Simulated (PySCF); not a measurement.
Computed IR spectrum (relative IR intensity) of a molecule CH4ClGeNSi. The structure is a stationary point at PBE-D3(BJ)/def2-SVP. One conformer was computed; it need not be the lowest. All values below come from PBE-D3(BJ)/def2-SVP in PySCF. Frequencies are harmonic and unscaled.

Lines under 2 % of the strongest are left out, and lines within 2 cm⁻¹ are merged.

ν (cm⁻¹): 245 (w), 311 (vw), 426 (w), 506 (m), 526 (w), 558 (m), 647 (s), 724 (s), 762 (vs), 832 (m), 860 (m), 1223 (m), 1556 (m), 2026 (vs), 2057 (s), 2164 (vs), 2954 (m) (against the strongest line: vs over 80 %, s over 45 %, m over 15 %, w over 4 %, vw less)

Problem. Which structure fits?
A) [Cl][Ge@H]1[N]=C[SiH2]1
B) Cl[Si@H]1N=[CH][GeH2]1
C) [Cl][Ge@H]1[CH]=N[SiH2]1
D) Cl[Si@H]1C=[N][GeH2]1

Solution. B, Cl[Si@H]1N=[CH][GeH2]1
